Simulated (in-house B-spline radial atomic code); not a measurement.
## I⁶⁺: [Kr] 4d9 5s1 7g1 (an excited or competing configuration)

Computed with an all-electron radial atomic-structure program (B-spline basis): Dirac-Hartree-Fock, average of configuration, Fermi nucleus of rms radius 4.75 fm.

Effective charges: Z_r = [3n² - l(l+1)]/(2<r>) from the radius, Z_e = n√(-2ε) from the energy, and Slater's rules. Values are occupation-weighted means over j. An effective charge above Z reflects the relativistic contraction of the inner shells.

```csv
shell,electrons,ε (eV),<r> (bohr),Z_r,Z_e,Slater
1s,2,-33461,0.02722,55.11,49.59,52.70
2s,2,-5351.7,0.1166,51.46,39.67,48.85
2p,6,-4813.3,0.1023,48.87,37.62,48.85
3s,2,-1200.4,0.3121,43.26,28.18,41.75
3p,6,-1020.8,0.3103,40.28,25.99,41.75
3d,10,-748.95,0.2878,36.49,22.26,31.85
4s,2,-304.66,0.7355,32.63,18.93,25.25
4p,6,-244.74,0.7821,29.41,16.97,25.25
4d,9,-154.98,0.8812,23.83,13.50,14.20
5s,1,-98.403,1.658,22.61,13.45,10.55
7g,1,-13.731,8.942,7.10,7.03,-
```

The least bound orbital is 7g7/2 at -13.73 eV, and it is also the most diffuse (<r> = 8.942 bohr).

Spin-orbit splittings of the orbital energies (j = l + 1/2 above j = l - 1/2 when positive): 2p 299.9 eV, 3p 58.03 eV, 3d 12.02 eV, 4p 11.66 eV, 4d 1.917 eV, 7g -0.0005751 eV.

For the 1s electron the small component carries 3.81 % of the norm, the zero-frequency Breit interaction raises the level by 81.76 eV, self-energy by 46.84 eV, and vacuum polarisation lowers it by 6.463 eV.
